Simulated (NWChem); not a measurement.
# Ionisation of H₃O₄Si

```
Si
O 1 1.6583
O 1 1.6604 2 117.91
H 3 0.9728 1 115.42 2 45.28
O 1 1.6610 2 111.58 3 -122.81
H 5 0.9740 1 113.63 2 133.78
O 1 1.6821 2 99.44 5 -120.12
H 7 0.9757 1 113.78 2 62.32
```
Charge 0, spin multiplicity 2.

All runs are NWChem calculations. The geometry was optimised at UPBE/def2-SVP, a minimum by its harmonic frequencies. It is one conformer; others weren't searched.

Basis set: def2-TZVP. The species with one electron less has spin multiplicity 3 and keeps the geometry of the parent. Δ marks differences of total energies (open shells unrestricted). −ε marks an orbital energy of the parent. That orbital need not have the symmetry of the hole or added electron in the Δ rows.

B3LYP has NWChem's definition, with VWN1-RPA local correlation. The structure started from a generated list of species. No SCF solution was tested for a lower state.

Problem. Order these methods by the first vertical ionisation energy they give, lowest first: −ε(beta HOMO) of PBE, G0W0@PBE, ΔB3LYP, ΔLC-wPBE (omega 0.3 per bohr).

Solution. −ε(beta HOMO) of PBE (7.19 eV), G0W0@PBE (9.38 eV), ΔB3LYP (11.32 eV), ΔLC-wPBE (omega 0.3 per bohr) (11.60 eV)
